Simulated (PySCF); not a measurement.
Compound: C2H8AlN.
Numbering: `[CH3:1][NH:2][AlH:3][CH3:4]`

A calculation gives these core lines: C 1s: 289.64 (area 1), 291.37 (area 1) eV; N 1s: 403.87 eV; Al 1s: 1566.07 eV.

Method used: PySCF, delta-SCF UKS SCAN, pcX-2 on the ionised atom, pcseg-1 elsewhere, spin-free X2C. Isolated species at its PBE0-D3(BJ)/def2-SVP geometry (one conformer only).

Problem. Order the carbon atoms by C 1s binding energy.

Solution. 289.64 eV: C4 (methyl carbon); 291.37 eV: C1 (N-methyl carbon). The listed C 1s values span 1.73 eV, from C4 (bonded to 3 H and Al) to C1 (bonded to N and 3 H). Summing the Pauling electronegativity differences to the bonded atoms, each weighted by its formal bond order, gives -1.99 for the lowest site and -0.56 for the highest.

Bonded neighbours of each site: C1: N and 3 H; N2: C, H and Al; Al3: N, C and H; C4: 3 H and Al.

Problem. What is the longest wavelength that can ionise C 1s of C1 vertically?

Solution. λ = hc/E = 12398.42 eV Å / 291.37 eV = 42.552 Å.

Conformer computed: `[CH3:1][NH:2][AlH:3][CH3:4]`: C1–N2–Al3–C4 -179°.
